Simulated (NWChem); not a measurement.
All runs are NWChem calculations. System: BF$_{2}$ (+1), charge 1, spin multiplicity 1, at a geometry optimised with B3LYP/def2-SVP. The structure started from a generated list of species. Level: TDA-CAM-B3LYP/aug-cc-pVDZ.

Job file:

```
start mol
memory heap 200 mb stack 900 mb global 1100 mb
charge 1
geometry units angstroms nocenter noautoz
  F      0.000000     0.000000    -1.229195
  B      0.000000     0.000000     0.000000
  F      0.000000     0.000000     1.229195
  symmetry group D2h
end
basis spherical
  * library aug-cc-pvdz
end
dft
  xc xcamb88 1.00 lyp 0.81 vwn_5 0.19 hfexch 1.00
  cam 0.33 cam_alpha 0.19 cam_beta 0.46
  direct
  iterations 100
end
tddft
  cis
  nroots 8
  notriplet
  thresh 1e-4
end
task tddft energy
```

NWChem printed:

```
             Northwest Computational Chemistry Package (NWChem) 7.3.0
             --------------------------------------------------------

                                NWChem Input Module
                                -------------------

 Scaling coordinates for geometry "geometry" by  1.889725989
 (inverse scale =  0.529177249)

 Turning off AUTOSYM since
 SYMMETRY directive was detected!

                             Geometry "geometry" -> ""
                             -------------------------

 Output coordinates in angstroms (scale by  1.889725989 to convert to a.u.)

  No.       Tag          Charge          X              Y              Z
 ---- ---------------- ---------- -------------- -------------- --------------
    1 F                    9.0000     0.00000000     0.00000000    -1.22919500
    2 B                    5.0000     0.00000000     0.00000000     0.00000000
    3 F                    9.0000     0.00000000     0.00000000     1.22919500

 Effective nuclear repulsion energy (a.u.)      56.1811844292

            Nuclear Dipole moment (a.u.)
            ----------------------------
        X                 Y               Z
 ---------------- ---------------- ----------------
     0.0000000000     0.0000000000     0.0000000000

      Symmetry information
      --------------------

 Group name             D2h
 Group number             26
 Group order               8
 No. of unique centers     2

      Symmetry unique atoms

     1    2


 Summary of "ao basis" -> "" (spherical)
 ------------------------------------------------------------------------------
       Tag                 Description            Shells   Functions and Types
 ---------------- ------------------------------  ------  ---------------------
 *                        aug-cc-pvdz                 on all atoms

                                 NWChem DFT Module
                                 -----------------

 Summary of "ao basis" -> "ao basis" (spherical)
 ------------------------------------------------------------------------------
       Tag                 Description            Shells   Functions and Types
[...]
     Transition Moments   YY -0.00000  YZ  0.00000  ZZ -0.00000
     Dipole Oscillator Strength                    0.1023287734
     Electric Quadrupole                           0.0000000000
     Magnetic Dipole                               0.0000000000
     Total Oscillator Strength                     0.1023287734

          sigma_e =   1.5256 Angstrom
          sigma_h =   1.3025 Angstrom
         |d_h->e| =   0.0000 Angstrom
            d_exc =   1.9633 Angstrom
            d_CD1 =   0.2231 Angstrom
            d_CD2 =  -1.4141 Angstrom
            d_CD3 =   1.9633 Angstrom
     Pearson C.C. =   0.0427

     Occ.    6  ag  ---  Virt.   13  b3u      0.12828
     Occ.    6  ag  ---  Virt.   14  b2u     -0.07863
     Occ.    8  b2u ---  Virt.   12  ag       0.51224
     Occ.    8  b2u ---  Virt.   18  ag      -0.05345
     Occ.    9  b3u ---  Virt.   12  ag      -0.83571
     Occ.    9  b3u ---  Virt.   18  ag       0.08721
  ----------------------------------------------------------------------------
  Root   7 singlet b2u            0.505662176 a.u.               13.7598 eV
  ----------------------------------------------------------------------------
     Transition Moments    X  0.28792   Y  0.46973   Z -0.00000
     Transition Moments   XX  0.00000  XY -0.00000  XZ -0.00000
     Transition Moments   YY  0.00000  YZ -0.00000  ZZ -0.00000
     Dipole Oscillator Strength                    0.1023287737
     Electric Quadrupole                           0.0000000000
     Magnetic Dipole                               0.0000000000
     Total Oscillator Strength                     0.1023287737

          sigma_e =   1.5256 Angstrom
          sigma_h =   1.3025 Angstrom
         |d_h->e| =   0.0000 Angstrom
            d_exc =   1.9633 Angstrom
            d_CD1 =   0.2231 Angstrom
            d_CD2 =  -1.4141 Angstrom
            d_CD3 =   1.9633 Angstrom
     Pearson C.C. =   0.0427

     Occ.    6  ag  ---  Virt.   13  b3u      0.07863
     Occ.    6  ag  ---  Virt.   14  b2u      0.12828
     Occ.    8  b2u ---  Virt.   12  ag      -0.83571
     Occ.    8  b2u ---  Virt.   18  ag       0.08721
     Occ.    9  b3u ---  Virt.   12  ag      -0.51224
     Occ.    9  b3u ---  Virt.   18  ag       0.05345
  ----------------------------------------------------------------------------
  Root   8 singlet b1u            0.524444653 a.u.               14.2709 eV
  ----------------------------------------------------------------------------
     Transition Moments    X  0.00000   Y -0.00000   Z -0.50377
     Transition Moments   XX  0.00000  XY  0.00000  XZ -0.00000
     Transition Moments   YY  0.00000  YZ  0.00000  ZZ -0.00000
     Dipole Oscillator Strength                    0.0887295291
     Electric Quadrupole                           0.0000000000
     Magnetic Dipole                               0.0000000000
     Total Oscillator Strength                     0.0887295291

          sigma_e =   1.3259 Angstrom
          sigma_h =   1.3942 Angstrom
         |d_h->e| =   0.0000 Angstrom
            d_exc =   1.8788 Angstrom
            d_CD1 =   0.0683 Angstrom
            d_CD2 =  -1.3601 Angstrom
            d_CD3 =   1.8788 Angstrom
     Pearson C.C. =   0.0466

     Occ.    6  ag  ---  Virt.   35  b1u      0.05425
     Occ.    7  b1u ---  Virt.   12  ag      -0.71186
     Occ.    7  b1u ---  Virt.   18  ag       0.13718
     Occ.    7  b1u ---  Virt.   27  ag      -0.07688
     Occ.   10  b2g ---  Virt.   13  b3u      0.47848
     Occ.   11  b3g ---  Virt.   14  b2u      0.47848

              Target root =      1
          Target symmetry = none
      Ground state energy =   -224.200232166820
        Excitation energy =      0.434991368743
     Excited state energy =   -223.765240798078

  stored tddft:energy   -223.76524079807766

 Task  times  cpu:       26.4s     wall:       26.4s

 Total times  cpu:       26.4s     wall:       26.4s
```
